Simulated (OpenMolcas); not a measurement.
Cr5+, Mo5+, W5+: d down the group

```json
{
 "Program": "OpenMolcas 26.06",
 "Method": "CASSCF",
 "Basis": "ANO-RCC-VQZP",
 "Scalar Hamiltonian": "DKH2, point nucleus",
 "Spin-orbit coupling": "state interaction with AMFI integrals over the reference wave functions, term energies averaged over their components"
}
```

Active space for each ion: 1 electron in 10 orbitals (d d).

Computed levels in cm-1 above 2D 3/2:

| Level | Cr5+ | Mo5+ | W5+ |
| --- | --- | --- | --- |
| 2D 5/2 | 909 | 2418 | 8627 |
| weight of 2D in the lowest level (%) | 100 | 100 | 100 |

Measured, with the error of the calculation in %. Measured levels: Cr5+ from Sugar and Corliss, J. Phys. Chem. Ref. Data 6, 317 (1977); Mo5+ from Sugar and Musgrove, J. Phys. Chem. Ref. Data 17, 155 (1988); W5+ from the list in J. Phys. B 45, 035002 (2012).

```json
{"Level": "2D 5/2", "Cr5+": "940 (-3.3)", "Mo5+": "2584 (-6.4)", "W5+": "8709 (-1.0)"}
```

The fine-structure level 2D 5/2 changes by a factor of 9.49 from Cr5+ to W5+.

With one active electron the reference holds no correlation, so core polarisation is missing. With one active electron outside closed inactive shells, the extra shells (4d) add no correlation to the reference (holds for Cr5+). With one active electron outside closed inactive shells, the extra shells (5d) add no correlation to the reference (holds for Mo5+). With one active electron outside closed inactive shells, the extra shells (6d) add no correlation to the reference (holds for W5+). Computed and measured levels are paired by configuration, term and J; levels that our copy of the source lacks, or whose pairing is in doubt (as where it misses far off the trend of its configuration), stay unpaired and out of the deviations. Only configurations of the active space appear.
